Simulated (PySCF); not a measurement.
Cards and structures have been mixed up. Pair them.

Structures:
1. `C#[C][AlH3-]`
2. `C#Cc1ccc([O-])cc1C`
3. `[CH3][Ge@@H]([PH2])[Cl]`
4. `[F][AlH2]`

Card P (geometry PBE0-D3(BJ)/def2-SVP):
- Rotational constants A, B, C: 126.219, 14.543, 13.041 GHz
- Static isotropic polarisability (CAM-B3LYP/def2-SVPD): 27.8 au
- Isotropic shieldings of nuclei other than C and H, by class (GIAO B3LYP/pcSseg-1 (pcSseg-2 on Al)): 284 (1 F), 371 (1 Al) ppm
- Core binding energies (ΔSCF SCAN, pcX-2 on the ionised atom, pcseg-1 elsewhere, spin-free X2C): F1s 691.8, Al1s 1568.5 eV
- Dipole moment (CAM-B3LYP/def2-SVPD): 1.60 D

Card Q (geometry PBE0-D3(BJ)/def2-SVP):
- Rotational constants A, B, C: 69.016, 4.263, 4.263 GHz
- HOMO energy (B97-2/pcSseg-2): -2.30 eV
- Point group: C3v
- Isotropic shieldings of nuclei other than C and H, by class (GIAO B97-2/pcSseg-2): 486 (1 Al) ppm
- 13C chemical shifts (computed TMS as zero) by class (GIAO B97-2/pcSseg-2): 119.3 (1 C), 85.4 (1 C) ppm

Card R (geometry PBE0-D3(BJ)/def2-SVP):
- Rotational constants A, B, C: 3.280, 2.037, 1.439 GHz
- Dipole moment (PBE0-D3(BJ)/def2-SVP): 2.90 D
- Point group: C1

Card S (geometry PBE0-D3(BJ)/def2-SVP):
* Rotational constants A, B, C: 2.888, 0.958, 0.723 GHz
* 13C chemical shifts (computed TMS as zero) by class (GIAO PBE0/pcSseg-1): 178.5 (1 C), 144.0 (1 C), 139.9 (1 C), 125.6 (1 C), 122.5 (1 C), 97.7 (1 C), 90.5 (1 C), 77.6 (1 C), 25.0 (1 C) ppm
* HOMO energy (PBE0/pcSseg-1): -0.80 eV
* Isotropic shieldings of nuclei other than C and H, by class (GIAO PBE0/pcSseg-1): -68 (1 O) ppm
* Point group: Cs

Species are written as SMILES; each is one conformer at its optimised geometry, gas phase, non-relativistic unless stated. Electronic properties by PySCF. NMR classes are plain means over equivalent atoms (diastereotopic ones count apart unless rotation or inversion swaps them), as if these changed places fast.

Q: Which card belongs to which structure?

A: P = 4, Q = 1, R = 3, S = 2. What ties each card to its structure:
- 1 (card Q), [C2H4Al]-, monoisotopic mass 55.0 u, 3 heavy atoms: 2 C in 2 classes; point group C3v; the least shielded carbon (119.3 ppm) is an alkyne carbon; a prolate symmetric top with C = 4.263 GHz.
- 2 (card S), [C9H7O]-, monoisotopic mass 131.1 u, 10 heavy atoms: 9 C in 9 classes; point group Cs; the least shielded carbon (178.5 ppm) is an aromatic carbon bearing oxygen; an asymmetric top with C = 0.723 GHz, the lowest such constant on the cards.
- 3 (card R), CH6ClGeP, monoisotopic mass 157.9 u, 4 heavy atoms: point group C1; an asymmetric top with C = 1.439 GHz; dipole 2.90 D.
- 4 (card P), AlFH2, monoisotopic mass 48.0 u, 2 heavy atoms: core lines of Al and F; an asymmetric top with C = 13.041 GHz, the highest such constant on the cards; polarisability 27.8 au for 24 electrons; dipole 1.60 D.
